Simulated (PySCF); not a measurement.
Molecule: 1,3-dimethyldihydrobenzene (SMILES C1=C(C)CCC=C1C).

Cartesian coordinates in Å; atom numbers follow the order of the lines, from 1:
```xyz
20

C     2.6186   -0.8508   -0.4927
C     1.3019   -0.1428   -0.4000
C     1.1769    1.1840   -0.4511
C    -0.1729    1.8388   -0.4018
C    -1.1475    1.0198    0.4418
C    -1.0628   -0.4468    0.1073
C    -2.3082   -1.2537    0.2810
C     0.1086   -0.9670   -0.2607
H     2.6189   -1.5355   -1.3408
H     2.7954   -1.4375    0.4088
H     3.4342   -0.1422   -0.6141
H     2.0362    1.8245   -0.5874
H    -0.5562    1.9260   -1.4268
H    -0.0907    2.8501    0.0006
H    -0.9011    1.1398    1.5044
H    -2.1663    1.3847    0.2999
H    -3.0706   -0.9298   -0.4288
H    -2.7124   -1.1140    1.2839
H    -2.1158   -2.3121    0.1238
H     0.2085   -2.0248   -0.4601
```

Frames of a GFN2-xTB Langevin trajectory at 300 K; GIAO PBE0/pcSseg-1 shieldings in PySCF 2.14, gas phase, non-relativistic; equivalent atoms averaged within each frame.

References, each an isolated molecule treated in the same way: ¹³C (186.93 ppm), ¹H (31.72 ppm) vs TMS. The references are static minima.

How do the shifts (ppm) fluctuate along the trajectory?

Results:


```
         time (fs)     C6     C2     C8     C3    C5    C7    C4    C1   H12   H20
               250  145.6  139.1  131.0  130.1  38.8  31.0  24.0  21.6  6.26  6.17
               425  140.6  132.3  131.9  121.7  25.8  30.0  27.8  26.1  4.92  5.74
               625  141.5  147.1  127.8  127.6  31.0  29.3  31.0  20.5  5.47  6.18
               800  148.8  140.6  127.4  128.0  30.0  31.5  30.2  19.1  6.30  6.01
              1000  143.4  137.9  132.3  118.1  30.5  37.8  28.3  23.2  5.33  5.53
    mean of frames  144.0  139.4  130.1  125.1  31.2  31.9  28.3  22.1  5.66  5.92
standard deviation    3.3    5.3    2.3    5.0   4.7   3.4   2.7   2.7  0.60  0.28
```

5 frames give an uncertainty of the mean of about the standard deviation over 2.2 at best, since frames this close in time may not be independent; classical motion lacks zero-point vibration, and the reference would need the same averaging.
